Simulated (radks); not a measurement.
Spherical quantum dot in the effective-mass picture: electrons in a parabolic well V = omega^2 r^2 / 2 with omega = 0.0568, all in effective atomic units (hartree* = m*/eps^2 hartree, bohr* = eps/m* bohr), one dielectric constant everywhere. Calculated with a radial shooting solver with Libxc functionals: non-relativistic Kohn-Sham, LDA (Slater exchange, Perdew-Wang correlation), spin-polarised, spherical densities. Levels are named by radial order and angular momentum (1s, 1p, 1d, 2s, ...), and open shells are averaged over m. Each electron was tried in the lowest free levels, single moves between levels near the top were tried too, and the lowest total energy was kept; such a search can miss a lower state. At N = 1 the Hartree and exchange-correlation terms need not cancel, so that row can carry a self-interaction error.

N	open shells	2S	E (hartree*)	mu = E(N) - E(N-1) (hartree*)	addition energy mu(N+1) - mu(N) (hartree*)	e(HOMO) (hartree*)
1	1s(up 1, down 0)	1	0.0863563	0.086356	0.1417	0.15034
2	none	0	0.314378	0.22802	0.1357	0.28195
3	1p(up 1, down 0)	1	0.678058	0.36368	0.08903	0.40864
4	1p(up 2, down 0)	2	1.13077	0.45271	0.08558	0.49616
5	1p(up 3, down 0)	3	1.66906	0.53829	0.09439	0.57976
6	1p(up 3, down 1)	2	2.30173	0.63267	0.07477	0.67035
7	1p(up 3, down 2)	1	3.00918	0.70745	0.07284	0.74422
8	none	0	3.78947	0.78029	0.09136	0.81600
9	1d(up 1, down 0)	1	4.66111	0.87164	0.06618	0.90498
10	1d(up 2, down 0)	2	5.59894	0.93783	0.06474	0.97043
11	1d(up 3, down 0)	3	6.60150	1.0026	0.06332	1.0345
12	1d(up 4, down 0)	4	7.66739	1.0659	0.06197	1.0971
13	1d(up 5, down 0)	5	8.79525	1.1279	0.07027	1.1584
14	1d(up 5, down 1)	4	9.99339	1.1981	0.05830	1.2274
15	1d(up 5, down 2)	3	11.2498	1.2564	0.05740	1.2853
16	1d(up 5, down 3)	2	12.5637	1.3138	0.05651	1.3422
17	1d(up 5, down 4)	1	13.9340	1.3704	0.05564	1.3983
18	none	0	15.3600	1.4260	0.06070	1.4535
19	2s(up 1, down 0)	1	16.8467	1.4867	0.06225	1.5143
20	none	0	18.3956	1.5489	0.05353	1.5758
21	1f(up 1, down 0)	1	19.9981	1.6025	0.05162	1.6284
22	1f(up 2, down 0)	2	21.6522	1.6541	0.05101	1.6797
23	1f(up 3, down 0)	3	23.3573	1.7051	0.05041	1.7304
24	1f(up 4, down 0)	4	25.1128	1.7555	0.04983	1.7805
25	1f(up 5, down 0)	5	26.9182	1.8053	0.04926	1.8301
26	1f(up 6, down 0)	6	28.7728	1.8546	0.04872	1.8791
27	1f(up 7, down 0)	7	30.6761	1.9033	0.05541	1.9275
28	1f(up 7, down 1)	6	32.6348	1.9587	0.04721	1.9824
29	1f(up 7, down 2)	5	34.6408	2.0059	0.04678	2.0294
30	1f(up 7, down 3)	4	36.6935	2.0527	0.04636	2.0760
31	1f(up 7, down 4)	3	38.7926	2.0991	0.04594	2.1221
32	1f(up 7, down 5)	2	40.9376	2.1450	0.04553	2.1679
33	1f(up 7, down 6)	1	43.1282	2.1905	0.04513	2.2132
34	none	0	45.3638	2.2357	0.05270	2.2581
35	2p(up 1, down 0)	1	47.6522	2.2884	0.04451	2.3106
36	2p(up 2, down 0)	2	49.9851	2.3329	0.04438	2.3551
37	2p(up 3, down 0)	3	52.3624	2.3773	0.04669	2.3994
38	2p(up 3, down 0) 1g(up 1, down 0)	4	54.7864	2.4240	0.04293	2.4455
39	2p(up 3, down 0) 1g(up 2, down 0)	5	57.2533	2.4669	0.04261	2.4883
40	2p(up 3, down 0) 1g(up 3, down 0)	6	59.7628	2.5095	-	2.5307

All shells are closed at N = 2, 8, 18, 20, 34 (there: 1s2 1p6 1d10 2s2 1f14); the second difference of the energy has clear peaks (12 % above both neighbours; the first and last values, which can be the largest, are not judged, and half-filled shells can peak too) at N = 8, 13, 27, 34.
